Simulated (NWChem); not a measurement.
Species: AlH, singlet; SMILES [AlH]

```xyz
2

Al     0.0000     0.0000     0.1423
H      0.0000     0.0000    -1.5249
```
Atoms are numbered in this order, from 1.

Low-valent species are run as closed-shell singlets; no triplet was tried in these runs. Structure relaxed at the PBE0/def2-SVP level.

 States above −ε(HOMO) = 6.6 eV lie in this functional's continuum and hang on the basis.

Question: List the 6 lowest vertical singlet excitations and the 6 lowest triplet ones from BHandHLYP/aug-cc-pVDZ, TDA (NWChem).

Answer: 
```json
[
 {"state": "S1", "energy (eV)": "3.05", "oscillator strength": "0.073", "leading excitation (squared amplitude)": "HOMO → LUMO+1 (0.94)"},
 {"state": "S2", "energy (eV)": "3.05", "oscillator strength": "0.073", "leading excitation (squared amplitude)": "HOMO → LUMO (0.94)"},
 {"state": "S3", "energy (eV)": "5.35", "oscillator strength": "0.171", "leading excitation (squared amplitude)": "HOMO → LUMO+3 (0.83)"},
 {"state": "S4", "energy (eV)": "6.19", "oscillator strength": "0.090", "leading excitation (squared amplitude)": "HOMO → LUMO+2 (0.63)"},
 {"state": "S5", "energy (eV)": "6.66", "oscillator strength": "0.045", "leading excitation (squared amplitude)": "HOMO → LUMO+5 (0.89)"},
 {"state": "S6", "energy (eV)": "6.66", "oscillator strength": "0.045", "leading excitation (squared amplitude)": "HOMO → LUMO+4 (0.89)"},
 {"state": "T1", "energy (eV)": "1.75", "oscillator strength": "spin-forbidden", "leading excitation (squared amplitude)": "HOMO → LUMO+1 (0.93)"},
 {"state": "T2", "energy (eV)": "1.75", "oscillator strength": "spin-forbidden", "leading excitation (squared amplitude)": "HOMO → LUMO (0.93)"},
 {"state": "T3", "energy (eV)": "4.99", "oscillator strength": "spin-forbidden", "leading excitation (squared amplitude)": "HOMO → LUMO+3 (0.51)"},
 {"state": "T4", "energy (eV)": "5.32", "oscillator strength": "spin-forbidden", "leading excitation (squared amplitude)": "HOMO → LUMO+3 (0.38)"},
 {"state": "T5", "energy (eV)": "6.06", "oscillator strength": "spin-forbidden", "leading excitation (squared amplitude)": "HOMO → LUMO+2 (0.43)"},
 {"state": "T6", "energy (eV)": "6.13", "oscillator strength": "spin-forbidden", "leading excitation (squared amplitude)": "HOMO−1 → LUMO+1 (0.59)"}
]
```
